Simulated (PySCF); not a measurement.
PySCF 2.14 output of an unrestricted TPSS calculation on a single atom or ion in cc-pVTZ-DK, with scalar relativity by spin-free X2C-1e:

```
SCF conv_tol = 1e-09
number electrons alpha = 12  beta = 9
    J. Tao, J. P. Perdew, V. N. Staroverov, and G. E. Scuseria.,  Phys. Rev. Lett. 91, 146401 (2003)
    J. P. Perdew, J. Tao, V. N. Staroverov, and G. E. Scuseria.,  J. Chem. Phys. 120, 6898 (2004)
    J. Tao, J. P. Perdew, V. N. Staroverov, and G. E. Scuseria.,  Phys. Rev. Lett. 91, 146401 (2003)
    J. P. Perdew, J. Tao, V. N. Staroverov, and G. E. Scuseria.,  J. Chem. Phys. 120, 6898 (2004)
cycle= 1 E= -853.497010776057  delta_E= -0.0077  |g|= 0.00684  |ddm|= 1.77
cycle= 2 E= -853.497034255678  delta_E= -2.35e-05  |g|= 0.000801  |ddm|= 0.119
cycle= 3 E= -853.497034420438  delta_E= -1.65e-07  |g|= 0.000494  |ddm|= 0.0197
cycle= 4 E= -853.497034494142  delta_E= -7.37e-08  |g|= 0.000138  |ddm|= 0.00443
cycle= 5 E= -853.497034499742  delta_E= -5.6e-09  |g|= 3.13e-06  |ddm|= 0.00149
cycle= 6 E= -853.497034499746  delta_E= -3.52e-12  |g|= 1.58e-07  |ddm|= 4.36e-05
converged SCF energy = -853.497034499746  <S^2> = 3.7506456  2S+1 = 4.0003228
```

The run itself started from symmetry-adapted Hartree-Fock orbitals and held the occupation by maximum overlap, on a logarithmic radial grid, so the iterations belong to that start.

**Question.** Which element, charge and spin multiplicity is this?

**Answer.** Ti⁺ (titanium, charge +1), multiplicity 4; the state was [Ar] 3d2 4s1, high-spin 4F determinant.
